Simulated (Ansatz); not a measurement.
**Si2H4F2 (SMILES F[SiH2][SiH2]F): the energy, rung by rung**

Si2H4F2: 8 atoms, total charge 0, spin state singlet. SMILES: `F[SiH2][SiH2]F`. The shape was relaxed beforehand at PBE0/def2-SVP. This is one conformer, not always the lowest.

```xyz
8

F    -1.9584    1.1835   -0.2492
Si   -0.3503    1.1290    0.0146
Si    0.3602   -1.1075    0.0515
F     0.3009   -1.7209   -1.4581
H     0.3324    1.9039   -1.0615
H    -0.0715    1.7620    1.3387
H     1.7745   -1.1729    0.5280
H    -0.5026   -1.9428    0.9360
```

Quantity: the dissociation energy of the Si2–F1 bond into doublet Si2H4F and doublet F (shapes relaxed at PBE0/def2-SVP, no zero-point term), in eV. The values are calculated.

```
           level                    kind  program  value (eV)  less CCSD(T)/def2-SVP  CPU time (all runs)
     HF/def2-SVP            Hartree–Fock   Ansatz        4.48                  -1.29                2.6 s
    PBE/def2-SVP                     GGA   Ansatz        6.18                  +0.41                6.5 s
  B3LYP/def2-SVP           global hybrid   Ansatz        6.05                  +0.28                  9 s
wB97M-V/def2-SVP  range-separated hybrid   Ansatz        6.25                  +0.48                 46 s
 B2PLYP/def2-SVP           double hybrid   Ansatz        6.02                  +0.25                 11 s
RPA@PBE/def2-SVP                     RPA   Ansatz        5.32                  -0.45                 11 s
    MP2/def2-SVP     perturbation theory   Ansatz        6.08                  +0.31                3.1 s
CCSD(T)/def2-SVP   coupled cluster or CI   Ansatz        5.77                   0.00                 21 s
```

Differences are taken from CCSD(T)/def2-SVP for orientation; it has basis-set and higher-order errors of its own. The values span 4.48 to 6.25 eV. Hartree–Fock misses the correlation of the electron pair that is broken and comes out low. Measured bond enthalpies also hold zero-point and thermal terms, a few tenths of an eV less. CPU times are rough (shared hosts, several kinds of processor): they show what a rung costs within a factor of a few.
